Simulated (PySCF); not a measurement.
PySCF input (M06-2X/def2-TZVPD):

```python
from pyscf import gto, scf, dft

mol = gto.M(
    atom='''
    C     1.96912325   -0.03377675   -0.12648979
    C     0.81105554   -0.26550758    0.08309716
    C    -0.55304095   -0.56051566    0.35014958
    O    -1.41501233    0.60208093   -0.31443698
    H     3.00127502    0.16506653   -0.31263349
    H    -0.82389562   -0.53569568    1.40381369
    H    -0.94333264   -1.43526246   -0.16407876
    H    -0.95157021    1.46230547   -0.28268748
    H    -2.32520489    0.68573853    0.03054012
    ''',
    basis='def2-tzvpd',
    charge=1,
    spin=0,
    verbose=4,
)

mf = dft.RKS(mol, xc='m062x').density_fit(auxbasis='def2-universal-jkfit')
mf.grids.level = 4
mf.conv_tol = 1e-9
mf.max_cycle = 100
mf.max_memory = 1500
mf.kernel()
if not mf.converged:
    mf = mf.newton()
    mf.kernel(mf.make_rdm1())
mf.analyze()
```

Output:

```
PySCF version 2.14.0

[INPUT] verbose = 4
[INPUT] num. atoms = 9
[INPUT] num. electrons = 30
[INPUT] charge = 1
[INPUT] spin (= nelec alpha-beta = 2S) = 0
[INPUT] symmetry False subgroup None
[INPUT] Mole.unit = angstrom
[INPUT] Symbol           X                Y                Z      unit          X                Y                Z       unit  Magmom
[INPUT]  1 C      1.969123250000  -0.033776750000  -0.126489790000 AA    3.721103648013  -0.063828806878  -0.239031060654 Bohr   0.0
[INPUT]  2 C      0.811055540000  -0.265507580000   0.083097160000 AA    1.532672842411  -0.501736610196   0.157030874129 Bohr   0.0
[INPUT]  3 C     -0.553040950000  -0.560515660000   0.350149580000 AA   -1.045095931169  -1.059221085930   0.661686808831 Bohr   0.0
[INPUT]  4 O     -1.415012330000   0.602080930000  -0.314436980000 AA   -2.673985766583   1.137768062523  -0.594199775635 Bohr   0.0
[INPUT]  5 H      3.001275020000   0.165066530000  -0.312633490000 AA    5.671587812299   0.311930534032  -0.590791673467 Bohr   0.0
[INPUT]  6 H     -0.823895620000  -0.535695680000   1.403813690000 AA   -1.556937077029  -1.012318121313   2.652823404015 Bohr   0.0
[INPUT]  7 H     -0.943332640000  -1.435262460000  -0.164078760000 AA   -1.782640333963  -2.712252966270  -0.310063919258 Bohr   0.0
[INPUT]  8 H     -0.951570210000   1.462305470000  -0.282687480000 AA   -1.798207085195   2.763356848753  -0.534201916043 Bohr   0.0
[INPUT]  9 H     -2.325204890000   0.685738530000   0.030540120000 AA   -4.394000425599   1.295858014762   0.057712462611 Bohr   0.0

nuclear repulsion = 108.778042900445
number of shells = 78
number of NR pGTOs = 266
number of NR cGTOs = 196
basis = def2-tzvpd
ecp = {}

******** <class 'pyscf.df.df_jk.DFRKS'> ********
method = DFRKS
initial guess = minao
damping factor = 0
level_shift factor = 0
DIIS = <class 'pyscf.scf.diis.CDIIS'>
diis_start_cycle = 1
diis_space = 8
diis_damp = 0
SCF conv_tol = 1e-09
SCF conv_tol_grad = None
SCF max_cycles = 100
direct_scf = False
XC library pyscf.dft.libxc version 7.1.2
    S. Lehtola, C. Steigemann, M. J. T. Oliveira, and M. A. L. Marques,  SoftwareX 7, 1–5 (2018)
XC functionals = m062x
    Y. Zhao and D. G. Truhlar,  Theor. Chem. Acc. 120, 215 (2008)
    Y. Zhao and D. G. Truhlar,  Theor. Chem. Acc. 120, 215 (2008)
radial grids:
    Treutler-Ahlrichs [JCP 102, 346 (1995); DOI:10.1063/1.469408] (M4) radial grids

becke partition: Becke, JCP 88, 2547 (1988); DOI:10.1063/1.454033
pruning grids: <function nwchem_prune>
grids dens level: 4
symmetrized grids: False
atomic radii adjust function: <function treutler_atomic_radii_adjust>
small_rho_cutoff = 0
Set gradient conv threshold to 3.16228e-05
Initial guess from minao.
tot grids = 192624
******** <class 'pyscf.df.df.DF'> ********
auxbasis = def2-universal-jkfit
init E= -192.983984735866
[...]
cycle= 10 E= -192.154153746918  delta_E= -4.36e-10  |g|= 8.68e-06  |ddm|= 0.000118
  HOMO = -0.536189163297783  LUMO = -0.215313161335338  gap/eV = 8.73148
Extra cycle  E= -192.154153746937  delta_E= -1.97e-11  |g|= 7.9e-06  |ddm|= 2.94e-05
converged SCF energy = -192.154153746937
**** SCF Summaries ****
Total Energy =                        -192.154153746937425
Nuclear Repulsion Energy =             108.778042900444731
One-electron Energy =                 -467.635708277562117
Two-electron Energy =                  166.703511630179975
Two-electron Coulomb Energy =          192.995000525851793
DFT Exchange-Correlation Energy =      -26.291488895671812
HOMO-LUMO gap [eV] =                     8.731480753954372
**** MO energy ****
MO #1   energy= -19.9820669478813  occ= 2
MO #2   energy= -10.8640002777759  occ= 2
MO #3   energy= -10.7476442330008  occ= 2
MO #4   energy= -10.7369681681679  occ= 2
MO #5   energy= -1.4877238482588   occ= 2
MO #6   energy= -1.11301503636156  occ= 2
MO #7   energy= -1.01546600355222  occ= 2
MO #8   energy= -0.952272705125541 occ= 2
MO #9   energy= -0.853322691656384 occ= 2
MO #10  energy= -0.809314108732817 occ= 2
MO #11  energy= -0.785114984797531 occ= 2
MO #12  energy= -0.746452658467646 occ= 2
MO #13  energy= -0.706331742049731 occ= 2
MO #14  energy= -0.553438176643866 occ= 2
MO #15  energy= -0.536189163297783 occ= 2
MO #16  energy= -0.215313161335338 occ= 0
MO #17  energy= -0.158800868556899 occ= 0
MO #18  energy= -0.131661715785874 occ= 0
MO #19  energy= -0.121906780240874 occ= 0
MO #20  energy= -0.115222749957451 occ= 0
MO #21  energy= -0.0965411509190336 occ= 0
MO #22  energy= -0.0739114289008776 occ= 0
MO #23  energy= -0.0688125863734061 occ= 0
MO #24  energy= -0.0570306444207877 occ= 0
MO #25  energy= -0.0476033016757603 occ= 0
MO #26  energy= -0.040907062180567 occ= 0
MO #27  energy= -0.0240383686966735 occ= 0
MO #28  energy= -0.0175781114579965 occ= 0
MO #29  energy= 0.00719893558669012 occ= 0
MO #30  energy= 0.0144465159786871 occ= 0
MO #31  energy= 0.0362436711281862 occ= 0
MO #32  energy= 0.0395139731975403 occ= 0
MO #33  energy= 0.0484220638996438 occ= 0
MO #34  energy= 0.0580608526837547 occ= 0
MO #35  energy= 0.0668810422694359 occ= 0
MO #36  energy= 0.0706912115607654 occ= 0
MO #37  energy= 0.0777411453062846 occ= 0
MO #38  energy= 0.0868364325846818 occ= 0
MO #39  energy= 0.0991619118752287 occ= 0
MO #40  energy= 0.107522076767892  occ= 0
MO #41  energy= 0.111884440854119  occ= 0
MO #42  energy= 0.128539049089712  occ= 0
MO #43  energy= 0.135367153858074  occ= 0
MO #44  energy= 0.146105699354286  occ= 0
MO #45  energy= 0.153063575868965  occ= 0
MO #46  energy= 0.154539975781185  occ= 0
MO #47  energy= 0.161851011258321  occ= 0
MO #48  energy= 0.174617589758618  occ= 0
MO #49  energy= 0.175446818810429  occ= 0
MO #50  energy= 0.191614514777451  occ= 0
MO #51  energy= 0.201777005116044  occ= 0
MO #52  energy= 0.20952191977718   occ= 0
MO #53  energy= 0.217321201038945  occ= 0
MO #54  energy= 0.227847221799134  occ= 0
MO #55  energy= 0.240224096547549  occ= 0
MO #56  energy= 0.247542474241414  occ= 0
MO #57  energy= 0.256079599257233  occ= 0
MO #58  energy= 0.273974796452516  occ= 0
MO #59  energy= 0.277738720999529  occ= 0
MO #60  energy= 0.312408403444772  occ= 0
MO #61  energy= 0.319286324982059  occ= 0
MO #62  energy= 0.331897321630474  occ= 0
MO #63  energy= 0.335739625497094  occ= 0
MO #64  energy= 0.347827075994793  occ= 0
MO #65  energy= 0.367867169062378  occ= 0
MO #66  energy= 0.38613357912484   occ= 0
MO #67  energy= 0.422963619907263  occ= 0
MO #68  energy= 0.430934264626948  occ= 0
MO #69  energy= 0.437174707576617  occ= 0
MO #70  energy= 0.465624708476461  occ= 0
MO #71  energy= 0.485776116258603  occ= 0
MO #72  energy= 0.500039806958367  occ= 0
MO #73  energy= 0.506067521194872  occ= 0
MO #74  energy= 0.518487953298748  occ= 0
MO #75  energy= 0.534756035444209  occ= 0
MO #76  energy= 0.553151945715341  occ= 0
MO #77  energy= 0.556917712611037  occ= 0
MO #78  energy= 0.571555959514151  occ= 0
MO #79  energy= 0.588295495287726  occ= 0
MO #80  energy= 0.602117473215603  occ= 0
MO #81  energy= 0.6303284693048    occ= 0
MO #82  energy= 0.652432449196377  occ= 0
MO #83  energy= 0.664813736691532  occ= 0
MO #84  energy= 0.685710340941057  occ= 0
MO #85  energy= 0.719090263590136  occ= 0
MO #86  energy= 0.73123561759822   occ= 0
MO #87  energy= 0.760911909654318  occ= 0
MO #88  energy= 0.826403919328298  occ= 0
MO #89  energy= 0.831524251800149  occ= 0
MO #90  energy= 0.853665516817049  occ= 0
MO #91  energy= 0.865811884378944  occ= 0
MO #92  energy= 0.88018229236489   occ= 0
MO #93  energy= 0.942730087358875  occ= 0
MO #94  energy= 0.972724563869452  occ= 0
MO #95  energy= 1.01941648059397   occ= 0
MO #96  energy= 1.04548025374351   occ= 0
MO #97  energy= 1.09743632215095   occ= 0
MO #98  energy= 1.14336075546568   occ= 0
MO #99  energy= 1.26343558884569   occ= 0
MO #100 energy= 1.28513465963859   occ= 0
MO #101 energy= 1.35307088937087   occ= 0
MO #102 energy= 1.39502099168589   occ= 0
MO #103 energy= 1.41348220922753   occ= 0
MO #104 energy= 1.43357557609549   occ= 0
MO #105 energy= 1.47748474016199   occ= 0
MO #106 energy= 1.49299000976189   occ= 0
MO #107 energy= 1.54293450798336   occ= 0
[...]
```

It need not be the lowest isomer of its formula.
